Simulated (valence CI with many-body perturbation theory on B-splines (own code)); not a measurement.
# E1 line list for Re25+

Calculated by relativistic CI+MBPT: four valence electrons over a frozen Dirac-Fock core [Kr] 4d10, a basis of 7 s, 7 p, 7 d, 7 f, 4 g, 2 h functions for each j, with the one-electron correlation potential Σ1 (screened to all orders), the two-electron term Σ2, the three-electron term Σ3, Breit, model QED; selected single and double excitations, second order for the rest, scaled by the run's own slope (own B-spline code, finite nucleus).

No measured spectrum was set against this ion. As an estimate, terms of the open shell hold to a few per cent of their energy, and close levels can change places.

Lines 201 to 250 of 350 in falling wavelength, among levels below 1278100 cm⁻¹, chosen from the strongest by gf and those to the six lowest levels. Wavelengths and rates use the calculated energies, so an error of 2000 cm⁻¹ moves a line at 28.89 nm by 0.58 % and its rate by three times that or more. Electric multipoles are in the length gauge, E1 and E2 with the static RPA response of the core. Weak lines are less certain than strong ones. Lines between different terms over intervals too small for the method are left out, as are lines whose strength nearly cancels. Where a level lies close to another of its J and parity, the split of strength between their lines is uncertain. The highest levels of a list are the least certain.

Names give the largest LS component (configuration and term), which can be under half, so a name can repeat, a term be missing and a line seem to break the LS rules; names also repeat where a configuration has a term twice. Letters in brackets count levels of one name in rising energy.

```tsv
λ vac (nm)	Upper	Lower	A (s⁻¹)	S (a.u.)
28.89	4f³5p ³D_2	4f³5s ⁵G°_3	2.60e+08	1.55e-02
28.81	4f³5p ⁵K_6	4f³5s ³I°_5 [a]	6.78e+09	1.04e+00
28.78	4f³5p ⁵G_3	4f³5s ⁵S°_2	1.71e+08	1.41e-02
28.75	4f³5p ⁵H_6	4f³5s ³I°_6 [a]	4.01e+09	6.12e-01
28.71	4f³5p ⁵H_6	4f³5s ³G°_5 [a]	5.53e+05	8.40e-05
28.71	4f³5p ⁵H_3	4f³5s ⁵F°_4	2.37e+09	1.94e-01
28.69	4f³5p ⁵G_2	4f³5s ⁵F°_2	6.27e+09	3.65e-01
28.62	4f³5p ⁵H_3	4f³5s ⁵G°_3	3.68e+09	2.98e-01
28.60	4f³5p ³D_2	4f³5s ⁵S°_2	4.24e+08	2.45e-02
28.58	4f³5p ³I_5	4f³5s ³I°_6 [a]	3.45e+06	4.37e-04
28.54	4f³5p ³I_5	4f³5s ³G°_5 [a]	5.35e+09	6.75e-01
28.51	4f³5p ⁵G_3	4f³5s ⁵G°_2	4.77e+09	3.82e-01
28.50	4f³5p ³I_5	4f³5s ³H°_4 [a]	7.67e+09	9.64e-01
28.47	4f³5p ⁵I_5	4f³5s ³I°_5 [a]	3.84e+09	4.82e-01
28.47	4f³5p ³H_4 [b]	4f³5s ⁵F°_3	7.65e+07	7.85e-03
28.46	4f³5p ⁵K_6	4f³5s ⁵I°_6	5.54e+09	8.19e-01
28.44	4f³5p ⁵G_3	4f³5s ⁵F°_3	5.42e+09	4.31e-01
28.44	4f³5p ⁵K_5	4f³5s ⁵I°_4	8.84e+09	1.10e+00
28.36	4f³5p ⁵G_2	4f³5s ⁵F°_1	7.45e+09	4.19e-01
28.35	4f³5p ⁵H_3	4f³5s ⁵S°_2	2.67e+09	2.10e-01
28.34	4f³5p ³H_4 [b]	4f³5s ³G°_5 [a]	8.98e+09	9.08e-01
28.34	4f³5p ³D_2	4f³5s ⁵G°_2	2.98e+09	1.67e-01
28.31	4f³5p ³D_1	4f³5s ⁵F°_2	1.04e+10	3.49e-01
28.30	4f³5p ³H_4 [b]	4f³5s ³H°_4 [a]	3.86e+09	3.89e-01
28.27	4f³5p ⁵G_3	4f³5s ³H°_4 [a]	1.22e+07	9.54e-04
28.27	4f³5p ³D_2	4f³5s ⁵F°_3	8.33e+09	4.64e-01
28.25	4f³5p ³H_4 [a]	4f³5s ⁵I°_5	9.26e+09	9.28e-01
28.14	4f³5p ⁵K_7	4f³5s ⁵I°_7	6.08e+09	1.00e+00
28.14	4f³5p ⁵I_5	4f³5s ⁵I°_6	9.17e+09	1.11e+00
28.09	4f³5p ⁵H_3	4f³5s ⁵G°_2	1.13e+09	8.65e-02
28.02	4f³5p ⁵H_3	4f³5s ⁵F°_3	5.26e+08	4.00e-02
27.98	4f³5p ³D_1	4f³5s ⁵F°_1	2.42e+09	7.85e-02
27.93	4f³5p ⁵H_6	4f³5s ⁵I°_7	9.99e+09	1.40e+00
27.85	4f³5p ⁵H_3	4f³5s ³H°_4 [a]	2.98e+08	2.23e-02
27.66	4f³5p ³H_4 [a]	4f³5s ⁵I°_4	4.63e+09	4.35e-01
27.46	4f³5p ⁵G_3	4f³5s ⁵F°_2	1.32e+09	9.45e-02
27.30	4f³5p ³D_2	4f³5s ⁵F°_2	1.33e+08	6.66e-03
27.07	4f³5p ⁵H_3	4f³5s ⁵F°_2	7.35e+07	5.04e-03
27.04	4f³5p ⁵K_6	4f³5s ⁵I°_5	1.68e+09	2.13e-01
27.02	4f³5p ⁵H_6	4f³5s ³I°_5 [a]	1.71e+08	2.16e-02
27.00	4f³5p ³D_2	4f³5s ⁵F°_1	2.71e+07	1.32e-03
26.91	4f³5p ⁵K_7	4f³5s ⁵I°_6	1.31e+09	1.89e-01
26.87	4f³5p ³I_5	4f³5s ³I°_5 [a]	8.10e+05	8.54e-05
26.75	4f³5p ⁵I_5	4f³5s ⁵I°_5	5.99e+08	6.23e-02
26.72	4f³5p ⁵H_6	4f³5s ⁵I°_6	2.32e+08	2.84e-02
26.70	4f³5p ³H_4 [b]	4f³5s ³I°_5 [a]	1.58e+08	1.34e-02
26.57	4f³5p ³I_5	4f³5s ⁵I°_6	5.42e+08	5.52e-02
26.21	4f³5p ⁵I_5	4f³5s ⁵I°_4	2.28e+07	2.23e-03
25.46	4f³5p ⁵H_6	4f³5s ⁵I°_5	4.76e+07	5.04e-03
25.33	4f³5p ³I_5	4f³5s ⁵I°_5	2.90e+07	2.55e-03
```
